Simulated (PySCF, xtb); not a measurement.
CHBFNO2, SMILES FB(N=C=O)O.

GFN2-xTB (xtb) at its own geometry gives an orbital gap of 5.94 eV and a dipole moment of 2.74 D.

The structure is a stationary point at B3LYP-D3(BJ)/def2-SVP. Other conformers were not sampled.

What does PBE/def2-TZVP in PySCF give? (The exact figures need the calculation; the answer reports its results.)

gap 6.30 eV (levels -7.66 and -1.36 eV), dipole 2.38 D.
